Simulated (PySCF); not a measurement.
C₆H₆N₂.
Atom-mapped SMILES: `[N:1]#[C:2][CH2:3]/[CH:4]=[CH:5]/[CH2:6][C:7]#[N:8]` (hydrogens: H9, H10 on C3; H11 on C4; H12 on C5; H13, H14 on C6)

The same species was optimised twice, with GFN2-xTB and with PBE0-D3(BJ)/def2-SVP (PySCF), and the same property calculations (PySCF, gas phase) were run on both structures.

| coordinate | GFN2-xTB | PBE0-D3(BJ)/def2-SVP | change |
| --- | --- | --- | --- |
| C2–C3 (Å) | 1.444 | 1.461 | +0.017 |
| C6–C7 (Å) | 1.444 | 1.461 | +0.017 |
| N1≡C2 (Å) | 1.142 | 1.157 | +0.015 |
| C7≡N8 (Å) | 1.142 | 1.157 | +0.015 |
| C4=C5 (Å) | 1.321 | 1.332 | +0.011 |
| C3–C4 (Å) | 1.502 | 1.503 | +0.001 |
| C5–C6 (Å) | 1.502 | 1.503 | +0.001 |
| C5–C6–C7 (°) | 109.6 | 112.2 | +2.6 |
| C2–C3–C4 (°) | 109.7 | 112.2 | +2.5 |
| N1–C2–C3 (°) | 178.7 | 178.8 | +0.1 |
| C6–C7–N8 (°) | 178.7 | 178.8 | +0.1 |
| C3–C4–C5 (°) | 123.7 | 123.8 | +0.1 |
| C4–C5–C6 (°) | 123.8 | 123.8 | 0.0 |
| C2–C3–C4–C5 (°) | -115 | -119 | -4 |
| C4–C5–C6–C7 (°) | 115 | 120 | +5 |

Rotational constants: A = 9720, B = 717.4, C = 687.8 MHz (GFN2-xTB) against A = 10344, B = 681.5, C = 657.0 MHz (PBE0-D3(BJ)/def2-SVP). Point groups within 0.08 Å: Ci and Ci.

On the GFN2-xTB structure: lowest singlet, TDDFT (eV) 7.18 [PBE0/def2-SVPD]; lowest triplet, Tamm–Dancoff (eV) 4.41 [PBE0/def2-SVPD]; isotropic polarisability (au) 77.7 [PBE0/def2-SVPD]; HOMO (eV) -8.61 [PBE0/def2-SVPD]; LUMO (eV) -0.94 [PBE0/def2-SVPD]; HOMO (eV) -8.60 [PBE0/pcSseg-1]; LUMO (eV) -0.88 [PBE0/pcSseg-1]; GIAO shielding of N1/N8 (mean) (ppm) -35.2 [PBE0/pcSseg-1]; GIAO shielding of C2/C7 (mean) (ppm) 66.3 [PBE0/pcSseg-1]; GIAO shielding of C3/C6 (mean) (ppm) 164.0 [PBE0/pcSseg-1]; GIAO shielding of C4/C5 (mean) (ppm) 52.2 [PBE0/pcSseg-1].

Question: What do these properties become on the PBE0-D3(BJ)/def2-SVP structure?

Answer: 
```tsv
property	level	on GFN2-xTB	on PBE0-D3(BJ)/def2-SVP	change
lowest singlet, TDDFT (eV)	PBE0/def2-SVPD	7.18	7.08	-0.10
lowest triplet, Tamm–Dancoff (eV)	PBE0/def2-SVPD	4.41	4.31	-0.10
isotropic polarisability (au)	PBE0/def2-SVPD	77.7	79.4	+1.7
HOMO (eV)	PBE0/def2-SVPD	-8.61	-8.60	+0.01
LUMO (eV)	PBE0/def2-SVPD	-0.94	-1.02	-0.08
energy, GFN2-xTB geometry as zero (kcal/mol)	PBE0/def2-SVPD	0.0	-1.6	-1.6
HOMO (eV)	PBE0/pcSseg-1	-8.60	-8.59	+0.01
LUMO (eV)	PBE0/pcSseg-1	-0.88	-0.97	-0.09
energy, GFN2-xTB geometry as zero (kcal/mol)	PBE0/pcSseg-1	0.0	-0.9	-0.9
GIAO shielding of N1/N8 (mean) (ppm)	PBE0/pcSseg-1	-35.2	-42.3	-7.1
GIAO shielding of C2/C7 (mean) (ppm)	PBE0/pcSseg-1	66.3	63.8	-2.5
GIAO shielding of C3/C6 (mean) (ppm)	PBE0/pcSseg-1	164.0	161.3	-2.7
GIAO shielding of C4/C5 (mean) (ppm)	PBE0/pcSseg-1	52.2	49.8	-2.4
```

The heavy atoms differ by 0.074 Å rms after alignment. Among bonds between heavy atoms C2–C3 and C6–C7 change most and about equally (+0.017 Å). Changes are differences of the printed values. Neither structure is proved a minimum here.

The values belong to the conformer `[N:1]#[C:2][CH2:3]/[CH:4]=[CH:5]/[CH2:6][C:7]#[N:8]`: C2–C3–C4–C5 -119°, C4–C5–C6–C7 120°.
